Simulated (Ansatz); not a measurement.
```yaml
crystal:
  periodic: [false, false, false]
  atoms:
    - {symbol: O, position_ang: [-0.335956, 0.478955, -1.765706]}
    - {symbol: Si, position_ang: [0.886647, 0.379423, -0.669577]}
    - {symbol: P, position_ang: [0.420003, -0.933047, 1.105954]}
    - {symbol: S, position_ang: [-1.597765, -0.271183, 1.290313]}
    - {symbol: H, position_ang: [-1.170590, 0.819437, -1.435005]}
    - {symbol: H, position_ang: [1.207233, 1.710971, -0.088849]}
    - {symbol: D, position_ang: [2.052874, -0.174084, -1.398915]}
    - {symbol: H, position_ang: [0.137443, -2.103439, 0.353244]}
    - {symbol: H, position_ang: [-1.511289, 0.046766, 2.591342]}
basis:
  gaussian: {orbitals: def2-SVPD}
hamiltonian: {xc: {name: wB97}}
output: {forces: true}
```

```sh
$ ansatz run in.yaml --threads 2 --pin off --events-out ev --progress --plain --max-ram 4352MiB
```

It prints (some lines left out):

```
Error: YAML parse error: error: line 10 column 16: `D` is not an element symbol (H … Og, case-exact)
 8 |     - {symbol: H, position_ang: [-1.170590, 0.819437, -1.435005]}
 9 |     - {symbol: H, position_ang: [1.207233, 1.710971, -0.088849]}
10 |     - {symbol: D, position_ang: [2.052874, -0.174084, -1.398915]}
11 |     - {symbol: H, position_ang: [0.137443, -2.103439, 0.353244]}
12 |     - {symbol: H, position_ang: [-1.511289, 0.046766, 2.591342]}
```

Question: Something in this input is off. What?

Answer: An element symbol is wrong. The input was rejected before any iteration.
